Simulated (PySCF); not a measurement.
ethylene (C2H4), singlet, at a GFN2-xTB geometry; HF/6-31G (PySCF).

The PySCF input:
```python
from pyscf import gto, scf

mol = gto.Mole()
mol.atom = '''
    C    -0.01328681   -0.00656652    0.65800535
    C     0.01328681    0.00656652   -0.65800535
    H    -0.02089650    0.90169144    1.23822259
    H    -0.02873771   -0.92622134    1.21982272
    H     0.02873771    0.92622134   -1.21982272
    H     0.02089650   -0.90169144   -1.23822259
'''
mol.basis = '6-31g'
mol.verbose = 4
mol.build()

mf = scf.RHF(mol)
mf.conv_tol = 1e-12
mf.kernel()
mf.analyze()
```

The log (banner, timings and long lists left out):

```
PySCF version 2.14.0

[INPUT] verbose = 4
[INPUT] num. atoms = 6
[INPUT] num. electrons = 16
[INPUT] charge = 0
[INPUT] spin (= nelec alpha-beta = 2S) = 0
[INPUT] symmetry False subgroup None
[INPUT] Mole.unit = angstrom
[INPUT] Symbol           X                Y                Z      unit          X                Y                Z       unit  Magmom
[INPUT]  1 C     -0.013286810000  -0.006566520000   0.658005350000 AA   -0.025108431969  -0.012408924391   1.243449899999 Bohr   0.0
[INPUT]  2 C      0.013286810000   0.006566520000  -0.658005350000 AA    0.025108431969   0.012408924391  -1.243449899999 Bohr   0.0
[INPUT]  3 H     -0.020896500000   0.901691440000   1.238222590000 AA   -0.039488661962   1.703949870465   2.339901576350 Bohr   0.0
[INPUT]  4 H     -0.028737710000  -0.926221340000   1.219822720000 AA   -0.054306401347  -1.750304663328   2.305130861322 Bohr   0.0
[INPUT]  5 H      0.028737710000   0.926221340000  -1.219822720000 AA    0.054306401347   1.750304663328  -2.305130861322 Bohr   0.0
[INPUT]  6 H      0.020896500000  -0.901691440000  -1.238222590000 AA    0.039488661962  -1.703949870465  -2.339901576350 Bohr   0.0

nuclear repulsion = 33.6665121477744
number of shells = 18
number of NR pGTOs = 60
number of NR cGTOs = 26
basis = 6-31g
ecp = {}

******** <class 'pyscf.scf.hf.RHF'> ********
method = RHF
initial guess = minao
damping factor = 0
level_shift factor = 0
DIIS = <class 'pyscf.scf.diis.CDIIS'>
diis_start_cycle = 1
diis_space = 8
diis_damp = 0
SCF conv_tol = 1e-12
SCF conv_tol_grad = None
SCF max_cycles = 50
direct_scf = True
direct_scf_tol = 1e-13
Set gradient conv threshold to 1e-06
Initial guess from minao.
init E= -78.180119224879
  HOMO = -0.288081113719207  LUMO = 0.0595326103596518  gap/eV = 9.45905
cycle= 1 E= -77.9891472804308  delta_E= 0.191  |g|= 0.194  |ddm|=  1.9
  HOMO = -0.386298843276316  LUMO = 0.169211349383358  gap/eV = 15.11620
cycle= 2 E= -78.0034429539076  delta_E= -0.0143  |g|= 0.0464  |ddm|= 0.224
  HOMO = -0.373820469498738  LUMO = 0.181001447790783  gap/eV = 15.09747
cycle= 3 E= -78.004353677563  delta_E= -0.000911  |g|= 0.00707  |ddm|= 0.0701
  HOMO = -0.377008842132397  LUMO = 0.17803834748225  gap/eV = 15.10360
cycle= 4 E= -78.0043722622662  delta_E= -1.86e-05  |g|= 0.00183  |ddm|= 0.0089
  HOMO = -0.376166385491865  LUMO = 0.178541066370188  gap/eV = 15.09436
cycle= 5 E= -78.0043738772763  delta_E= -1.62e-06  |g|= 0.000196  |ddm|= 0.00298
  HOMO = -0.376118459356334  LUMO = 0.178573258004882  gap/eV = 15.09393
cycle= 6 E= -78.0043739023938  delta_E= -2.51e-08  |g|= 2.78e-05  |ddm|= 0.000471
  HOMO = -0.376109919182774  LUMO = 0.178579709614508  gap/eV = 15.09387
cycle= 7 E= -78.0043739028448  delta_E= -4.51e-10  |g|= 1.26e-06  |ddm|= 6.62e-05
  HOMO = -0.376109439083455  LUMO = 0.178580026722394  gap/eV = 15.09387
cycle= 8 E= -78.0043739028451  delta_E= -3.41e-13  |g|= 1.27e-07  |ddm|= 3.16e-06
  HOMO = -0.376109480272312  LUMO = 0.178579992942543  gap/eV = 15.09387
Extra cycle  E= -78.0043739028453  delta_E= -1.99e-13  |g|= 4e-08  |ddm|= 2.19e-07
converged SCF energy = -78.0043739028453
**** SCF Summaries ****
Total Energy =                         -78.004373902845344
Nuclear Repulsion Energy =              33.666512147774448
One-electron Energy =                 -170.558296012236156
Two-electron Energy =                   58.887409961616349
Two-electron Coulomb Energy =           70.621990049060017
DFT Exchange-Correlation Energy =      -11.734580087443668
HOMO-LUMO gap [eV] =                    15.093869376879889
**** MO energy ****
MO #1   energy= -11.228938485017   occ= 2
MO #2   energy= -11.2271379874715  occ= 2
MO #3   energy= -1.03987699587642  occ= 2
MO #4   energy= -0.790034727475479 occ= 2
MO #5   energy= -0.643098617272955 occ= 2
MO #6   energy= -0.589298968993488 occ= 2
MO #7   energy= -0.497242914218834 occ= 2
MO #8   energy= -0.376109480272312 occ= 2
MO #9   energy= 0.178579992942543  occ= 0
MO #10  energy= 0.265092929208623  occ= 0
MO #11  energy= 0.289363589509374  occ= 0
MO #12  energy= 0.308526960970289  occ= 0
MO #13  energy= 0.392224625941625  occ= 0
MO #14  energy= 0.49415608776201   occ= 0
MO #15  energy= 0.673170517791305  occ= 0
MO #16  energy= 0.781523220865366  occ= 0
 ** Mulliken pop on meta-lowdin orthogonal AOs  **
 ** Mulliken pop  **
pop of  0 C 1s            1.99998
pop of  0 C 2s            1.00108
pop of  0 C 3s            0.00544
pop of  0 C 2px           0.99612
pop of  0 C 2py           1.11215
pop of  0 C 2pz           1.08464
pop of  0 C 3px           0.00393
pop of  0 C 3py           0.00478
pop of  0 C 3pz           0.01041
pop of  1 C 1s            1.99998
pop of  1 C 2s            1.00108
pop of  1 C 3s            0.00544
pop of  1 C 2px           0.99612
pop of  1 C 2py           1.11215
pop of  1 C 2pz           1.08464
pop of  1 C 3px           0.00393
pop of  1 C 3py           0.00478
pop of  1 C 3pz           0.01041
pop of  2 H 1s            0.88179
pop of  2 H 2s            0.00895
pop of  3 H 1s            0.88179
pop of  3 H 2s            0.00895
pop of  4 H 1s            0.88179
pop of  4 H 2s            0.00895
pop of  5 H 1s            0.88179
pop of  5 H 2s            0.00895
 ** Mulliken atomic charges  **
charge of    0C =     -0.21852
charge of    1C =     -0.21852
charge of    2H =      0.10926
charge of    3H =      0.10926
charge of    4H =      0.10926
charge of    5H =      0.10926
Dipole moment(X, Y, Z, Debye):  0.00000, -0.00000,  0.00000
```
